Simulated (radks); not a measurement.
Values are calculated unless marked as measured or tabulated.
Q: Coulomb parameter of the 3d shell of neutral nickel in the model configuration [Ar] 3d9 4s1, as a second difference U = [E(n + 0.25) + E(n - 0.25) - 2 E(n)] / (0.25)^2 with all orbitals relaxed. "Bare": the charge of the atom changes with n. "Screened": the 4s shell takes up the change at fixed total charge, which measures U(3d,3d) + U(4s,4s) - 2 U(3d,4s). Code: a radial shooting solver on a logarithmic mesh with Libxc functionals. Model: Dirac Kohn-Sham, PBEsol, spin-unpolarised, spherical densities, point nucleus; open shells are shared between the two j in proportion to 2j + 1. Estimate both.

A: U(bare) = 10.925 eV, U(screened by 4s) = 2.477 eV. The step up makes a negative ion, whose loosely bound charge lowers the bare value.
